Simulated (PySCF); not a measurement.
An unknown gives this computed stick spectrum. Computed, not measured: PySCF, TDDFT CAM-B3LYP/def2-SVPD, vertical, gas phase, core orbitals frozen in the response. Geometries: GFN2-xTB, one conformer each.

| state | E (eV) | f | main configurations (H = HOMO, L = LUMO) |
| --- | --- | --- | --- |
| S1 | 5.72 | 0.0016 | H-1→L (45%), H-2→L (21%), H→L (10%) |
| S2 | 6.58 | 0.0050 | H→L (65%), H→L+4 (11%) |
| S3 | 7.08 | 0.0025 | H-2→L (36%), H-1→L (24%), H-1→L+4 (11%) |
| S4 | 7.62 | 0.030 | H-1→L+1 (37%), H→L+1 (25%), H-2→L+1 (13%) |
| S5 | 7.66 | 0.020 | H→L+3 (20%), H→L+4 (19%), H→L+2 (14%) |
| S6 | 7.92 | 0.0029 | H→L+3 (23%), H→L+1 (20%), H→L+2 (13%) |
| S7 | 8.22 | 0.0042 | H-3→L (51%), H→L+1 (13%), H→L+4 (10%) |
| S8 | 8.25 | 0.093 | H→L+2 (12%), H-1→L+1 (12%), H-1→L+3 (12%) |

Orbital energies (eV): HOMO-3 -10.78, HOMO-2 -10.34, HOMO-1 -9.86, HOMO -9.51, LUMO 0.45, LUMO+1 0.76, LUMO+2 1.31.

Question: Which structure fits?
A. `C=C1[SiH2][C@H]1C(Cl)(Cl)Cl`
B. `CC(C)[SiH2]C(=O)C=O`
C. `C[C@]([SiH3])(Cl)CC(=O)O`

Answer: C. Its S1, at 5.72 eV, is the highest among the candidates; the nearest of the others has S1 at 5.30 eV. S1 is HOMO-1→LUMO (45%), HOMO-2→LUMO (21%), HOMO→LUMO (10%). Löwdin shares by element: HOMO chlorine 48%, carbon 23% or more, silicon 12% (atoms not listed hold the other 17%); LUMO oxygen 29%, carbon 24% or more, chlorine 15% (atoms not listed hold the other 31%). At the same level the other candidates give, for their lowest levels:
- `C=C1[SiH2][C@H]1C(Cl)(Cl)Cl`: 5.30 eV (f 0.001); 6.05 eV (f 0.013); 6.35 eV (f 0.106); 6.39 eV (f 0.037); 6.47 eV (f 0.054); T1 4.05 eV; HOMO -9.03, LUMO -0.03 eV
- `CC(C)[SiH2]C(=O)C=O`: 2.81 eV (f 0.002); 3.84 eV (f 0.005); 5.32 eV (f 0.018); 6.13 eV (f 0.049); 6.40 eV (f 0.003); T1 2.20 eV; HOMO -8.35, LUMO -1.13 eV

Conformer computed: `[CH3:1][C@:2]([SiH3:3])([Cl:4])[CH2:5][C:6](=[O:7])[OH:8]`: C1–C2–C5–C6 -70°, C2–C5–C6–O7 112°, H–O8–C6–C5 179°.
Triplets come from the Tamm–Dancoff approximation.
